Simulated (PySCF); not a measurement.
**Stretching CBr**

Set-up: PySCF, scalar-relativistic core potentials, basis sets C cc-pVTZ, Br cc-pVTZ-PP with ECP10. Energies in eV from C + Br in their ground configurations at the same level. State: ²Π (doublet), unpaired electrons π ↑.

All columns are PBE0. A positive dipole means C(−)Br(+).

```tsv
R (Å)	E (eV)	μ (D)	Mulliken charge on C (basis-dependent)	HOMO (eV)	LUMO (eV)	Mayer bond order	⟨S²⟩
1.568	-2.664	2.70	-0.33	-5.50	-2.68	1.83	0.76
1.641	-3.246	2.38	-0.28	-5.77	-2.90	1.75	0.76
1.714	-3.561	2.04	-0.23	-6.05	-3.13	1.67	0.76
1.768	-3.670	1.78	-0.19	-6.25	-3.29	1.62	0.76
1.823	-3.698	1.51	-0.16	-6.45	-3.45	1.57	0.76
1.878	-3.664	1.23	-0.12	-6.64	-3.61	1.53	0.76
1.951	-3.548	0.86	-0.08	-6.88	-3.82	1.48	0.76
2.042	-3.323	0.41	-0.03	-7.17	-4.08	1.42	0.76
2.151	-2.985	-0.11	0.03	-7.47	-4.37	1.35	0.76
2.297	-2.479	-0.76	0.09	-7.79	-4.72	1.28	0.76
```

A fit through these points gives, at Re = 1.818 Å, μ = 1.53 D and dμ/dR = -5.00 D/Å; the reduced mass is 10.42 u.

**Question.** How strong is the fundamental in the double-harmonic approximation, I = 42.26·(dμ/dR)²/μred km/mol?

**Answer.** I = 42.26·(-5.00)²/10.42 = 101 km/mol at PBE0.

Spin–orbit coupling is left out. The state was picked by a PBE0 search and need not be the measured ground state.
